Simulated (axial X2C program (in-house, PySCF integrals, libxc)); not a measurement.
**Testing model relations on CaB²⁺**

A bond curve at the PBE0 level, two-component, was computed with an axial X2C code built on PySCF integrals (basis Ca dyall-v3z [11s12p4d3f], B dyall-v3z [7s6p2d1f] (cores contracted in-house)) for the state Ω = 1/2 (⟨Sz⟩ = 0.50, ⟨Lz⟩ = 0.00 at PBE0). Its fit gives Re = 2.9684 Å, ωe = 234.0 cm⁻¹, ωexe = 3.1 cm⁻¹ and αe = 3.429e-03 cm⁻¹; the masses are 39.9626 and 11.0093 u. Two-component means X2C with spin–orbit coupling and atomic mean-field Coulomb and Gaunt terms.

Q: Find the reduced mass, Be and the force constant.

A: From the PBE0 values: μ = 8.6314 u. Be = 16.8576/(μ Re²) = 0.2217 cm⁻¹. k = 5.8918×10⁻⁷ μ ωe² = 0.278 mdyn/Å.

Q: A Morse curve ties αe to the other constants (Pekeris). How well does that hold?

A: αe(Morse) = 6Be²/ωe × (√(ωexe/Be) − 1) = 3.451e-03 cm⁻¹; the PBE0 curve gives 3.429e-03 cm⁻¹, a ratio of 1.01.

Q: Estimate the centrifugal constant by the Kratzer relation.

A: D = 4Be³/ωe² = 7.95e-07 cm⁻¹.

Occupations by symmetry block were frozen at the best pattern of an incomplete PBE0 search. Density functionals use the spin component along the axis (collinear). The levels of this run spread widely (ωe from 198 to 268 cm⁻¹), so these constants depend on the method.
